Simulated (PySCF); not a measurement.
F2Sn, charge +1, doublet, at a GFN2-xTB geometry (such geometries of metal compounds can be far from the true shape) (a state made from the parent by changing its charge; the spin is typed, not shown lowest) (all electrons, no relativity), with bond 2-1 at 1.8 times its length.

Input for PySCF:
```python
from pyscf import gto, scf, mcscf, mrpt
import numpy

mol = gto.M(
    atom='''
Sn    0.00000000    0.00000000    0.00000000
F     0.00000000    0.00000000   -3.97597028
F     0.00000000    0.00000000    2.20887238
''',
    basis='sto-3g',
    charge=1,
    spin=1,
    verbose=3,
)

mf = scf.ROHF(mol)
mf.kernel()
mc = mcscf.CASSCF(mf, 6, 5)
mc.fix_spin_(ss=0.75)
mc.kernel()
occ = numpy.linalg.eigvalsh(mc.fcisolver.make_rdm1(mc.ci, mc.ncas, mc.nelecas))[::-1]
ss = mc.fcisolver.spin_square(mc.ci, mc.ncas, mc.nelecas)[0]
print('natural occupations', occ.round(4), ' <S^2>', round(ss, 4))
e2 = mrpt.NEVPT(mc).kernel()
print('E(NEVPT2) = %.10f' % (mc.e_tot + e2))
```

What number of basis functions does CASSCF(5,6)+NEVPT2/STO-3G run with PySCF give?

37

Give the SCF-reference Mulliken (on the basis functions themselves) charges in atom order at the level CASSCF(5,6)+NEVPT2/STO-3G.

Sn1 1.20, F2 0.00, F3 -0.20

Give the NEVPT2 correction at the level CASSCF(5,6)+NEVPT2/STO-3G.

-0.0141 Eh

What nuclear repulsion energy does CASSCF(5,6)+NEVPT2/STO-3G give?

174.6286 Eh

Give the total energy at the level CASSCF(5,6)+NEVPT2/STO-3G.

-6159.1621 Eh

These values belong to the state on which the SCF converged, which isn't shown to be the lowest.
